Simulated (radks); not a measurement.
The numbers below are computed, except where a source is named.
Initial-state core-level shifts of the gallium ion Ga+ when its valence configuration changes from [Ar] 3d10 4s2. Level of theory: scalar-relativistic Kohn-Sham, LDA (Slater exchange, Perdew-Wang correlation), spin-polarised, spherical densities, finite nucleus; open shells are filled with parallel spins first; Fermi nuclear charge, rms radius 3.9973 fm (a radial shooting solver on a logarithmic mesh with Libxc functionals). Shifts are changes of the shell-averaged eigenvalues in eV (positive: less bound); the change of the density at the nucleus, which sets a Mossbauer isomer shift, is in e/bohr^3, on a base of 2.841e+04.

valence               1s       2s       2p       3p  density at nucleus
3d9 4s2 4p1      -10.898  -11.862  -11.767  -10.065              +9.392
3d10 4p2          -3.401   -3.243   -3.243   -3.402             -29.837
3d10 4s1 4p1      -1.651   -1.571   -1.571   -1.663             -14.409
3d9.5 4s2 4p0.5   -5.344   -5.797   -5.751   -4.984              +4.516
3d8 4s2 4p2      -22.618  -24.772  -24.568  -20.480             +20.010
3d8.5 4s2 4p1.5  -16.657  -18.190  -18.042  -15.233             +14.567
3d8 4s1 4p3      -23.696  -25.845  -25.630  -21.586              +0.187
3d9.5 4s1.5 4p1   -6.144   -6.565   -6.519   -5.784              -3.163
3d9.5 4s1 4p1.5   -6.820   -7.213   -7.165   -6.475             -11.208
